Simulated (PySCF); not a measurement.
C5H4F4.
Numbering: `[F:1][C:2]1=[C:3]([C:4]([F:5])([F:6])[F:7])[CH2:8][CH2:9]1` (hydrogens: H10, H11 on C8; H12, H13 on C9)

The same species was optimised twice, with GFN2-xTB and with PBE0-D3(BJ)/def2-SVP (PySCF), and the same property calculations (PySCF, gas phase) were run on both structures.

| coordinate | GFN2-xTB | PBE0-D3(BJ)/def2-SVP | change |
| --- | --- | --- | --- |
| F1–C2 (Å) | 1.322 | 1.309 | -0.013 |
| C8–C9 (Å) | 1.554 | 1.563 | +0.009 |
| C4–F5 (Å) | 1.347 | 1.339 | -0.008 |
| C4–F6 (Å) | 1.347 | 1.339 | -0.008 |
| C2=C3 (Å) | 1.332 | 1.338 | +0.006 |
| C4–F7 (Å) | 1.337 | 1.333 | -0.004 |
| C3–C4 (Å) | 1.485 | 1.481 | -0.004 |
| C2–C9 (Å) | 1.495 | 1.493 | -0.002 |
| C3–C8 (Å) | 1.513 | 1.512 | -0.001 |
| C3–C4–F7 (°) | 112.9 | 111.5 | -1.4 |
| F6–C4–F7 (°) | 106.8 | 107.9 | +1.1 |
| F5–C4–F7 (°) | 106.8 | 107.9 | +1.1 |
| C4–C3–C8 (°) | 131.3 | 132.3 | +1.0 |
| F5–C4–F6 (°) | 105.8 | 106.7 | +0.9 |
| C3–C4–F5 (°) | 112.0 | 111.3 | -0.7 |
| C3–C2–C9 (°) | 95.8 | 96.5 | +0.7 |
| C3–C4–F6 (°) | 112.0 | 111.4 | -0.6 |
| C2–C3–C4–F5 (°) | -120 | -120 | 0 |

Rotational constants: A = 2558, B = 1262, C = 1003 MHz (GFN2-xTB) against A = 2572, B = 1272, C = 1012 MHz (PBE0-D3(BJ)/def2-SVP). Point groups within 0.08 Å: Cs and Cs. Atoms that the bonding makes alike are paired by their places after alignment.

On the GFN2-xTB structure: lowest singlet, TDDFT (eV) 7.16 [CAM-B3LYP/def2-SVPD]; lowest triplet, Tamm–Dancoff (eV) 4.36 [CAM-B3LYP/def2-SVPD]; isotropic polarisability (au) 59.6 [CAM-B3LYP/def2-SVPD]; HOMO (eV) -9.39 [CAM-B3LYP/def2-SVPD]; LUMO (eV) 0.68 [CAM-B3LYP/def2-SVPD]; dipole (D) 3.46 [CAM-B3LYP/def2-SVPD]; HOMO (eV) -7.97 [PBE0/pcSseg-1]; LUMO (eV) -0.35 [PBE0/pcSseg-1]; dipole (D) 3.32 [PBE0/pcSseg-1]; GIAO shielding of F1 (ppm) 244.9 [PBE0/pcSseg-1]; GIAO shielding of C2 (ppm) 24.7 [PBE0/pcSseg-1]; GIAO shielding of C3 (ppm) 72.9 [PBE0/pcSseg-1]; GIAO shielding of C4 (ppm) 59.3 [PBE0/pcSseg-1]; GIAO shielding of F5/F6/F7 (mean) (ppm) 251.0 [PBE0/pcSseg-1]; GIAO shielding of C8 (ppm) 167.5 [PBE0/pcSseg-1]; GIAO shielding of C9 (ppm) 153.0 [PBE0/pcSseg-1].

Q: What do these properties become on the PBE0-D3(BJ)/def2-SVP structure?

A: 
```csv
property,level,on GFN2-xTB,on PBE0-D3(BJ)/def2-SVP,change
"lowest singlet, TDDFT (eV)",CAM-B3LYP/def2-SVPD,7.16,7.11,-0.05
"lowest triplet, Tamm–Dancoff (eV)",CAM-B3LYP/def2-SVPD,4.36,4.30,-0.06
isotropic polarisability (au),CAM-B3LYP/def2-SVPD,59.6,59.9,+0.3
HOMO (eV),CAM-B3LYP/def2-SVPD,-9.39,-9.27,+0.12
LUMO (eV),CAM-B3LYP/def2-SVPD,0.68,0.74,+0.06
dipole (D),CAM-B3LYP/def2-SVPD,3.46,3.29,-0.17
"energy, GFN2-xTB geometry as zero (kcal/mol)",CAM-B3LYP/def2-SVPD,0.0,-0.3,-0.3
HOMO (eV),PBE0/pcSseg-1,-7.97,-7.85,+0.12
LUMO (eV),PBE0/pcSseg-1,-0.35,-0.29,+0.06
dipole (D),PBE0/pcSseg-1,3.32,3.14,-0.18
"energy, GFN2-xTB geometry as zero (kcal/mol)",PBE0/pcSseg-1,0.0,-0.3,-0.3
GIAO shielding of F1 (ppm),PBE0/pcSseg-1,244.9,245.2,+0.3
GIAO shielding of C2 (ppm),PBE0/pcSseg-1,24.7,25.6,+0.9
GIAO shielding of C3 (ppm),PBE0/pcSseg-1,72.9,72.6,-0.3
GIAO shielding of C4 (ppm),PBE0/pcSseg-1,59.3,61.1,+1.8
GIAO shielding of F5/F6/F7 (mean) (ppm),PBE0/pcSseg-1,251.0,256.3,+5.3
GIAO shielding of C8 (ppm),PBE0/pcSseg-1,167.5,165.0,-2.5
GIAO shielding of C9 (ppm),PBE0/pcSseg-1,153.0,151.9,-1.1
```

The heavy atoms differ by 0.016 Å rms after alignment (one structure mirrored). Among bonds between heavy atoms F1–C2 changes most (-0.013 Å). Changes are differences of the printed values. Neither structure is proved a minimum here.

Shape of the structure used: `[F:1][C:2]1=[C:3]([C:4]([F:5])([F:6])[F:7])[CH2:8][CH2:9]1`: C2–C3–C4–F5 -120°.
